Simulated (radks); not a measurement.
Tl28+, configuration [Kr] 4d10 4f7 (the NIST ground configuration).

Calculated with a radial shooting solver on a logarithmic mesh with Libxc functionals: Dirac Kohn-Sham, PBE, spin-unpolarised, spherical densities, finite nucleus; open shells are shared between the two j in proportion to 2j + 1; Fermi nuclear charge, rms radius 5.4759 fm.

Energy parts (hartree):
total: -19911.4619
kinetic: 23104.7911
electron-nucleus: -48485.7882
Hartree: 5815.0419
exchange-correlation: -345.5067

Orbitals (lengths in bohr, moments of r in powers of bohr):
orbital,occ.,eigenvalue (hartree),<r^4>,<r>
1s1/2,2,-3173.444,3.761e-07,0.01632
2s1/2,2,-592.3169,0.00005418,0.06808
2p1/2,2,-570.1283,0.00003200,0.05589
2p3/2,4,-494.2176,0.00005092,0.06468
3s1/2,2,-166.8240,0.001939,0.1766
3p1/2,2,-156.8061,0.001680,0.1670
3p3/2,4,-139.8459,0.002355,0.1829
3d3/2,4,-123.2856,0.001544,0.1590
3d5/2,6,-119.6622,0.001707,0.1638
4s1/2,2,-61.15465,0.03735,0.3795
4p1/2,2,-56.79396,0.03836,0.3787
4p3/2,4,-52.26849,0.05094,0.4078
4d3/2,4,-45.13559,0.05293,0.4043
4d5/2,6,-44.23927,0.05720,0.4129
4f5/2,3,-35.16910,0.05441,0.3959
4f7/2,4,-34.93823,0.05620,0.3996

The highest occupied level is 4f7/2 at -950.72 eV. The electron density at the nucleus is 2.52e+06 e/bohr^3. For comparison, the ionisation energy in NIST's Atomic Spectra Database is 990 eV (theoretical). In exact Kohn-Sham theory the highest level is minus the ionisation energy, but local and semilocal functionals leave it too shallow, through self-interaction and a potential that decays too fast; potentials with the right tail come closer. Summed over all electrons, <r^2> = 5.242 bohr^2, which gives a Langevin (diamagnetic) susceptibility term of -4.15 x 10^-6 cm^3/mol.

Beside tabulated values, note that spin-unpolarised runs miss the spin-polarisation part of the exchange energy of open shells.
